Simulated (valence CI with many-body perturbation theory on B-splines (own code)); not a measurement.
E1 line list for Ag42+

Calculated by relativistic CI+MBPT: three valence electrons over a frozen Dirac-Fock core [He], radial functions for each j: 11 s, 11 p, 9 d, 7 f, 5 g, 2 h, 1 i, with the one-electron correlation potential Σ1, the two-electron term Σ2, the three-electron term Σ3, Breit, model QED; selected CI, second order for the rest (own B-spline code, finite nucleus).

The last digits are not significant, and no measured levels were compared; by estimate large intervals hold to a few tenths of a per cent, small ones and those within an open d or f shell to about a per cent.

Lines 101 to 150 of 272 in falling wavelength, among levels below 4409.0 eV, chosen from the strongest by gf and those to the six lowest levels. Wavelengths and rates use the calculated energies. Electric multipoles are in the length gauge, E1 and E2 with the static RPA response of the core. Weak lines are less certain than strong ones. Lines between different terms over intervals too small for the method are left out, as are lines whose strength nearly cancels. The highest levels of a list are the least certain.

Levels are named by their leading jj configuration (3d3/2^4 stands for four electrons in 3d with j = 3/2), which in mixed levels can hold well under half, so a name can repeat and another be missing. Letters in brackets count levels of one name in rising energy.

```
λ vac (nm)                          Upper                       Lower   A (s⁻¹)  S (a.u.)
    0.3438                (2s^2 3s) J=1/2          (2s^2 2p3/2) J=3/2  2.59e+13  1.04e-03
    0.3434             (2s^2 3p3/2) J=3/2  (2s 2p1/2 2p3/2) J=3/2 [a]  6.08e+11  4.86e-05
    0.3417            (2s 2p1/2 3s) J=3/2  (2s 2p1/2 2p3/2) J=3/2 [a]  1.59e+12  1.25e-04
    0.3380     (2s 2p1/2 3d3/2) J=3/2 [a]  (2s 2p1/2 2p3/2) J=3/2 [b]  1.34e+13  1.02e-03
    0.3371  (2p1/2 2p3/2 3d3/2) J=3/2 [b]       (2p1/2 2p3/2^2) J=1/2  2.27e+13  1.72e-03
    0.3366         (2s 2p1/2 3d3/2) J=5/2  (2s 2p1/2 2p3/2) J=3/2 [b]  1.95e+12  2.21e-04
    0.3365     (2s 2p3/2 3d5/2) J=5/2 [a]          (2s 2p3/2^2) J=3/2  2.24e+13  2.53e-03
    0.3361     (2s 2p3/2 3d5/2) J=3/2 [a]          (2s 2p3/2^2) J=3/2  4.04e+13  3.03e-03
    0.3360     (2s 2p3/2 3d5/2) J=3/2 [a]          (2s 2p3/2^2) J=1/2  4.79e+13  3.59e-03
    0.3359          (2p1/2^2 3d3/2) J=3/2       (2p1/2^2 2p3/2) J=3/2  2.55e+13  1.91e-03
    0.3357     (2s 2p1/2 3d5/2) J=5/2 [a]  (2s 2p1/2 2p3/2) J=3/2 [b]  1.46e+13  1.63e-03
    0.3355         (2s 2p1/2 3d3/2) J=1/2  (2s 2p1/2 2p3/2) J=3/2 [b]  7.33e+12  2.73e-04
    0.3354     (2s 2p1/2 3d3/2) J=3/2 [b]  (2s 2p1/2 2p3/2) J=3/2 [b]  1.23e+13  9.13e-04
    0.3346         (2s 2p3/2 3d5/2) J=1/2          (2s 2p3/2^2) J=1/2  2.25e+14  8.33e-03
    0.3341      (2p1/2 2p3/2 3d5/2) J=5/2       (2p1/2 2p3/2^2) J=5/2  8.24e+13  9.10e-03
    0.3341     (2s 2p1/2 3d3/2) J=3/2 [a]      (2s 2p1/2 2p3/2) J=5/2  1.15e+12  8.50e-05
    0.3341  (2p1/2 2p3/2 3d3/2) J=3/2 [b]       (2p1/2 2p3/2^2) J=5/2  3.56e+13  2.62e-03
    0.3338         (2s 2p1/2 3d5/2) J=3/2      (2s 2p1/2 2p3/2) J=1/2  1.69e+14  1.24e-02
    0.3336          (2p1/2^2 3d5/2) J=5/2       (2p1/2^2 2p3/2) J=3/2  1.99e+14  2.19e-02
    0.3336  (2p1/2 2p3/2 3d3/2) J=5/2 [b]       (2p1/2 2p3/2^2) J=3/2  4.66e+13  5.12e-03
    0.3335         (2s 2p1/2 3d5/2) J=3/2  (2s 2p1/2 2p3/2) J=3/2 [b]  3.66e+13  2.68e-03
    0.3335     (2s 2p1/2 3d5/2) J=5/2 [b]  (2s 2p1/2 2p3/2) J=3/2 [b]  1.75e+14  1.92e-02
    0.3333      (2p1/2 2p3/2 3d5/2) J=3/2       (2p1/2 2p3/2^2) J=3/2  6.88e+13  5.03e-03
    0.3327         (2s 2p1/2 3d3/2) J=5/2      (2s 2p1/2 2p3/2) J=5/2  3.19e+13  3.48e-03
    0.3327     (2s 2p3/2 3d3/2) J=3/2 [b]          (2s 2p3/2^2) J=3/2  5.13e+13  3.73e-03
    0.3326     (2s 2p3/2 3d3/2) J=5/2 [a]          (2s 2p3/2^2) J=5/2  1.32e+13  1.44e-03
    0.3326     (2s 2p3/2 3d3/2) J=3/2 [b]          (2s 2p3/2^2) J=1/2  6.17e+13  4.48e-03
    0.3326      (2p1/2 2p3/2 3d5/2) J=5/2       (2p1/2 2p3/2^2) J=3/2  8.58e+13  9.35e-03
    0.3326  (2p1/2 2p3/2 3d3/2) J=3/2 [b]       (2p1/2 2p3/2^2) J=3/2  8.07e+13  5.86e-03
    0.3324     (2s 2p3/2 3d3/2) J=3/2 [a]          (2s 2p3/2^2) J=5/2  3.10e+13  2.25e-03
    0.3324         (2s 2p3/2 3d3/2) J=7/2          (2s 2p3/2^2) J=5/2  1.32e+13  1.91e-03
    0.3324            (2s 2p3/2 3s) J=5/2  (2s 2p1/2 2p3/2) J=3/2 [b]  3.53e+12  3.83e-04
    0.3323     (2s 2p3/2 3d3/2) J=1/2 [b]          (2s 2p3/2^2) J=3/2  3.74e+13  1.36e-03
    0.3318     (2s 2p1/2 3d5/2) J=5/2 [a]      (2s 2p1/2 2p3/2) J=5/2  2.62e+13  2.84e-03
    0.3317     (2s 2p1/2 3d3/2) J=3/2 [a]  (2s 2p1/2 2p3/2) J=3/2 [a]  1.81e+13  1.30e-03
    0.3316     (2s 2p1/2 3d3/2) J=3/2 [b]      (2s 2p1/2 2p3/2) J=5/2  9.33e+12  6.71e-04
    0.3312     (2s 2p3/2 3d5/2) J=5/2 [b]          (2s 2p3/2^2) J=3/2  3.38e+14  3.64e-02
    0.3310        (2s 2p3/2 3s) J=3/2 [a]  (2s 2p1/2 2p3/2) J=3/2 [b]  7.53e+11  5.39e-05
    0.3310     (2s 2p3/2 3d5/2) J=3/2 [b]          (2s 2p3/2^2) J=3/2  8.77e+13  6.28e-03
    0.3309             (2s^2 3d3/2) J=3/2          (2s^2 2p3/2) J=3/2  2.74e+13  1.96e-03
    0.3309     (2s 2p3/2 3d5/2) J=3/2 [b]          (2s 2p3/2^2) J=1/2  1.47e+14  1.05e-02
    0.3308     (2s 2p3/2 3d5/2) J=5/2 [a]          (2s 2p3/2^2) J=5/2  1.70e+14  1.82e-02
    0.3306         (2s 2p1/2 3d5/2) J=7/2      (2s 2p1/2 2p3/2) J=5/2  2.09e+14  2.98e-02
    0.3304     (2s 2p3/2 3d5/2) J=3/2 [a]          (2s 2p3/2^2) J=5/2  3.31e+13  2.36e-03
    0.3303         (2s 2p1/2 3d3/2) J=5/2  (2s 2p1/2 2p3/2) J=3/2 [a]  3.56e+13  3.80e-03
    0.3300         (2s 2p1/2 3p1/2) J=3/2          (2s^2 2p3/2) J=3/2  1.62e+13  1.15e-03
    0.3299     (2s 2p3/2 3d5/2) J=7/2 [a]          (2s 2p3/2^2) J=5/2  3.21e+14  4.55e-02
    0.3297     (2s 2p1/2 3d5/2) J=5/2 [b]      (2s 2p1/2 2p3/2) J=5/2  1.92e+13  2.04e-03
    0.3296        (2s 2p1/2 3s) J=1/2 [a]          (2s 2p1/2^2) J=1/2  5.63e+12  1.99e-04
    0.3294     (2s 2p1/2 3d5/2) J=5/2 [a]  (2s 2p1/2 2p3/2) J=3/2 [a]  1.86e+14  1.97e-02
```
